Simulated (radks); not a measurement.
Results of a calculation; reference values are marked as such.
These are the eigenvalues of the occupied orbitals of an atom or ion with whole-number occupations (Ry). Code: a radial shooting solver on a logarithmic mesh with Libxc functionals. Model: scalar-relativistic Kohn-Sham, LDA (Slater exchange, Perdew-Wang correlation), spin-polarised, spherical densities, point nucleus.

1s up: -1534.794
1s down: -1534.793
2s up: -221.6784
2s down: -221.6425
2p up: -198.8620
2p down: -198.8336
3s up: -41.08810
3s down: -41.06189
3p up: -33.60145
3p down: -33.57286
3d up: -21.45234
3d down: -21.41432
4s up: -8.40342
4s down: -8.23396
4p up: -6.30864
4p down: -6.13032
4d up: -3.28017
6p up: -0.98355

Which element is it, and in what charge state? The configuration may be excited. Open shells, if any, are filled with parallel spins first.

Answer. Z = 43, technetium, charge +3: Tc3+ in [Kr] 4d3 6p1. The list shows which subshells hold electrons but not how many an open one holds; the 1s level, -767.4 hartree, gives Z - s = 39.2 by -(Z - s)^2/2, which with screening and relativity narrows Z to a few neighbours, and the depths of the outer levels then fix element, charge and occupations together.
